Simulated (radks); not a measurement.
Results of a calculation; reference values are marked as such.
Species: Cs-. Configuration: [Xe] 6s2. Code: a radial shooting solver on a logarithmic mesh with Libxc functionals. Model: scalar-relativistic Kohn-Sham, PBEsol, spin-polarised, spherical densities, point nucleus; Watson sphere of charge +1 and radius 3.61 bohr. Some entries of the table are withheld. Estimate them.

orbital,occ.,eigenvalue (hartree),<1/r> (bohr^-1),<r^2> (bohr^2)
1s,2,-1315.035,(1),0.0009256
2s,2,-206.3168,(2),0.01484
2p,6,-185.1052,13.00,0.01178
3s,2,(3),4.914,0.1023
3p,6,-36.08670,4.666,0.1024
3d,10,-26.06338,4.422,0.08845
4s,2,-8.12070,2.018,0.5452
4p,6,-5.93825,1.855,0.6228
4d,10,-2.76268,1.583,0.8166
5s,2,-1.02467,0.7536,3.434
5p,6,-0.54099,(4),5.052
6s,2,(5),0.2495,28.22

Answer. 
(1) 1s <1/r> (bohr^-1): 59.38
(2) 2s <1/r> (bohr^-1): 13.64
(3) 3s eigenvalue (hartree): -42.91161
(4) 5p <1/r> (bohr^-1): 0.6189
(5) 6s eigenvalue (hartree): -0.11461
